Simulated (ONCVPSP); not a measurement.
## In (Z = 49): variants of one ONCV potential

Base potential:

indium, optimised norm-conserving Vanderbilt (ONCV), made with ONCVPSP 4.0.1 (PBE, fully relativistic). Core [Ar] 3d10, reference 4s2 4p6 4d10 5s1.5 5p1.5. Waves: 4s+5s: rc 1.50 bohr, ncon 4, nbas 8, qcut 7.9 1/bohr, 2 projectors; 4p+5p: rc 1.40 bohr, ncon 4, nbas 9, qcut 9.2 1/bohr, 2 projectors; 4d: rc 1.50 bohr, ncon 4, nbas 9, qcut 9.1 1/bohr, 2 projectors, debl 3.5 Ha. Local part: polynomial inside 1.15 bohr (lpopt 4, dvloc0 6 Ha). Core correction: none.

Open shells are filled in proportion to 2j + 1.

All-electron outer shells of the reference configuration (PBE, scalar-relativistic, ld1.x):

```
shell  level (eV)  outermost node (bohr)  outermost maximum (bohr)
   3p     -649.99                   0.14                      0.31
   3d     -433.56                      –                      0.26
   4s     -120.52                   0.41                      0.77
   4p      -78.99                   0.42                      0.82
   4d      -19.45                   0.40                      0.94
   5s       -8.73                   1.02                      2.13
   5p       -2.88                   1.14                      2.81
```

Cutoffs, loose and tight: the cutoffs (Ha) at which the residual kinetic energy of the hardest occupied pseudo-wave falls to 1 and 0.1 mHa per electron. They do not see the model core or the augmentation charge, which bear on the density cutoff. Test errors are all-electron minus pseudo excitation energies from the reference, over the configurations 4s2 4p6 4d10 5s2 5p1; 4s2 4p6 4d10 5s2 5p0; 4s2 4p6 4d10 5s1 5p0; 4s2 4p5 4d10 5s2 5p1. A dash means not determined; rows that change the core or the reference have their own tests.

| change | outcome | cutoff, loose | cutoff, tight | bound ghosts | GHOST(+) flags above zero | largest test error (meV) |
| --- | --- | --- | --- | --- | --- | --- |
| base | generated | 33 Ha | 38 Ha | none | none | -54 |
| s: qcut 5; p: qcut 5.9; d: qcut 5.8 | generated | 133 Ha | 163 Ha | none | p1/2 | -130 |
| s: qcut 6.3; p: qcut 7.4; d: qcut 7.3 | generated | 40 Ha | 131 Ha | none | none | -87 |
| s: qcut 8.8; p: qcut 10.2; d: qcut 10.1 | generated | 37 Ha | 42 Ha | none | none | -41 |
| s: qcut 9.6; p: qcut 11.1; d: qcut 11 | generated | 39 Ha | 46 Ha | none | none | -31 |
| s: qcut 10.4; p: qcut 12.1; d: qcut 11.9 | generated | 41 Ha | 49 Ha | none | none | -23 |
| s: qcut 11.5; p: qcut 13.4; d: qcut 13.3 | generated | 45 Ha | 56 Ha | none | none | -14 |

**Question.** What comes out with this change to the base: s: qcut 6.7; p: qcut 7.8; d: qcut 7.7?

**Answer.** outcome: generated; cutoff, loose: 30 Ha; cutoff, tight: 116 Ha; bound ghosts: none; GHOST(+) flags above zero: none; largest test error (meV): -79.
